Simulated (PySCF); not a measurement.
Compound: C4H7O2S (doublet state).
Z-matrix (Å and degrees, GFN2-xTB geometry), rows numbered from 1:
```
C 
C   1  1.4873
S   2  1.7563  1  117.14
O   2  1.3446  1  123.36  3   158.40
C   4  1.4396  2  120.23  1   -39.29
C   5  1.5058  4  109.50  2   -78.76
O   6  1.2014  5  124.91  4  -129.71
H   1  1.0961  2  113.00  3   -85.73
H   1  1.0902  2  110.00  3   153.30
H   1  1.0870  2  108.85  3    33.99
H   3  1.3312  2   95.04  1  -178.79
H   5  1.0916  4  106.04  2   161.77
H   5  1.0959  4  110.22  2    43.00
H   6  1.1066  5  113.14  4    47.81
```

The hyperfine couplings belong to this conformer and change with its torsions.

As a line formula: `C[C](S)OCC=O` [radical].

Level of theory: UKS B3LYP, pcH-1 on C H O S, non-relativistic, mean-field spin-orbit, GIAO (PySCF 2.14.0). Geometry: GFN2-xTB, one conformer, isolated molecule. Couplings are sensitive to structure, and on GFN2-xTB geometries they can be far from those on DFT ones. Stability of the SCF solution: not tested.

Q: Match the computed a_iso(13C) values +192.4, +39.4, -24.5, +4.2 MHz with the sites C1; C2; C5; C6.

A: 
```csv
site,a_iso (MHz),ρ(0) (bohr⁻³),position,distance from C2 (Å),spin population,largest |T| (MHz)
C1,-24.5,-0.0218,1 bond from C2,1.49,-0.06,2.4
C2,+192.4,+0.1709,largest spin population,0.00,+0.77,147.7
C5,+39.4,+0.0350,2 bonds from C2,2.41,+0.04,10.2
C6,+4.2,+0.0037,3 bonds from C2,3.10,+0.01,3.1
```

Q: Match the computed a_iso(17O) values -85.6, -2.3 MHz with the sites O4; O7.

A: 
```
site  a_iso (MHz)  ρ(0) (bohr⁻³)         position  distance from C2 (Å)  spin population  largest |T| (MHz)
  O4        -85.6        +0.1413   1 bond from C2                  1.34            +0.03               23.7
  O7         -2.3        +0.0038  4 bonds from C2                  4.26            +0.02                9.5
```

ρ(0) is the spin density at the nucleus and T the dipolar tensor; a_iso includes a spin–orbit part; entries for several nuclei are means. The Mulliken spin populations are largest on C2 (+0.77), S3 (+0.11) and C1 (-0.06). C2 is the only atom above +0.15. The angles at C2 add up to 356.6°, so it is nearly planar.

Means are taken over nuclei equivalent by connectivity, which assumes that they swap fast. The three 1H nuclei of mean +55.8 MHz run from 11.8 to 106.9 MHz in the frozen geometry. The 1H value of -0.4 MHz is a mean of couplings from -4.3 to 3.6 MHz in this one geometry, not an average over conformers.
